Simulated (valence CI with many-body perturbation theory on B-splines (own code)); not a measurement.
# Yb L: fill in the table

Level of theory: valence CI with perturbative core correlation (CI+MBPT): three valence electrons over a frozen Dirac-Fock core [Ar], radial functions for each j: 9 s, 9 p, 10 d, 8 f, 5 g, 3 h, 1 i, with the one-electron correlation potential Σ1, the two-electron term Σ2, the three-electron term Σ3, Breit, model QED; selected CI, second order for the rest (own B-spline code, finite nucleus).

No measured spectrum was set against this ion. As an estimate, large intervals hold to a few tenths of a per cent, small ones and those within an open d or f shell to about a per cent. Only levels of the ground parity were solved; by the run's estimate the other parity begins above the list, which can be wrong where configurations are misplaced.

| Level | E (cm⁻¹) |
| --- | --- |
| (3d3/2^3) J=3/2 | 0 |
| (3d3/2^2 3d5/2) J=5/2 [a] | 395240 |
| (3d3/2^2 3d5/2) J=3/2 | ? |
| (3d3/2^2 3d5/2) J=7/2 | 470040 |
| (3d3/2^2 3d5/2) J=9/2 | 471850 |
| (3d3/2^2 3d5/2) J=1/2 | ? |
| (3d3/2^2 3d5/2) J=5/2 [b] | 653700 |
| (3d3/2 3d5/2^2) J=7/2 [a] | ? |
| (3d3/2 3d5/2^2) J=9/2 | 890930 |
| (3d3/2 3d5/2^2) J=3/2 [a] | 929940 |
| (3d3/2 3d5/2^2) J=1/2 | 951790 |
| (3d3/2 3d5/2^2) J=11/2 | 963650 |
| (3d3/2 3d5/2^2) J=5/2 [a] | ? |
| (3d3/2 3d5/2^2) J=5/2 [b] | ? |
| (3d3/2 3d5/2^2) J=7/2 [b] | 1035200 |
| (3d3/2 3d5/2^2) J=3/2 [b] | ? |
| (3d5/2^3) J=9/2 | 1351500 |
| (3d5/2^3) J=3/2 | 1459400 |
| (3d5/2^3) J=5/2 | 1535500 |

Levels are named by their leading jj configuration (3d3/2^4 stands for four electrons in 3d with j = 3/2), which in mixed levels can hold well under half, so a name can repeat and another be missing. Letters in brackets count levels of one name in rising energy.

Task: The levels stand in rising order. What does the calculation give for the missing energies?

Result: (3d3/2^2 3d5/2) J=3/2 444010; (3d3/2^2 3d5/2) J=1/2 483650; (3d3/2 3d5/2^2) J=7/2 [a] 857560; (3d3/2 3d5/2^2) J=5/2 [a] 967500; (3d3/2 3d5/2^2) J=5/2 [b] 1027700; (3d3/2 3d5/2^2) J=3/2 [b] 1179800.
